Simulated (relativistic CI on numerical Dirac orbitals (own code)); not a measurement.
# What each ingredient does to the levels of Al⁸⁺

Base calculation: Dirac-Coulomb-Breit CI, orbitals from a KLI potential per configuration, model QED (radiative potential, 1s self-energy scaled to tabulated hydrogen-like ionisation energies), unscaled Slater integrals.

Configuration list (outside the closed core 1s2): 2s2.2p, 2s.2p2, 2p3, 2p2.3s, 2s2.3s, 2p2.3p, 2s2.3p, 2p2.3d, 2s2.3d, 2s.2p.3s, 2s.2p.3p, 2s.2p.3d, 2s2.4s, 2s2.4p, 2s2.4d, 2s2.4f. Levels of other configurations are missing.

Variants: (1) Breit term removed; (2) only the first 3 configurations. Shifts of the energy above 2s2.2p 2P°_1/2, in cm⁻¹, for the lowest level and the first level of each name with at least 55 % of one term (blank where a level changes its place among those of its configuration and J or its character, or is not in the variant):

```
           Level     Base  Δ(1)   Δ(2)
  2s2.2p 2P°_1/2        0     0      0
  2s2.2p 2P°_3/2     4848  +366    +14
   2s.2p2 4P_1/2   141426  -102  -1899
   2s.2p2 4P_3/2   143121   +20  -1895
   2s.2p2 4P_5/2   145579  +436  -1885
   2s.2p2 2D_5/2   264273  +295  +1381
   2s.2p2 2D_3/2   264318  +194  +1388
   2s.2p2 2S_1/2   339050   -79  -1367
   2s.2p2 2P_1/2   363651   -39  +3442
   2s.2p2 2P_3/2   366554  +298  +3492
     2p3 4S°_3/2   461145  +106  -2349
     2p3 2D°_5/2   528304  +309  +1709
     2p3 2D°_3/2   528389   +13  +1714
     2p3 2P°_1/2   596862   -64   +934
     2p3 2P°_3/2   597199   +46   +946
   2s2.3s 2S_1/2  1494185  +626       
  2s2.3p 2P°_1/2  1568017  +549       
  2s2.3p 2P°_3/2  1569313  +656       
   2s2.3d 2D_3/2  1638517  +721       
   2s2.3d 2D_5/2  1638832  +741       
2s.2p.3s 4P°_1/2  1650780  +302       
2s.2p.3s 4P°_3/2  1652396  +514
```

At this charge configurations can still be misplaced by up to about 7 % of their energy.

Ionisation energy from the two ground configurations alone: base 330.492 eV; Breit term removed 330.583 eV. The NIST ASD value (semi-empirical) is 330.21 eV.

LS names give the leading component of a level, which can be under half, so a name can repeat, a term be missing and a line seem to break the LS rules.
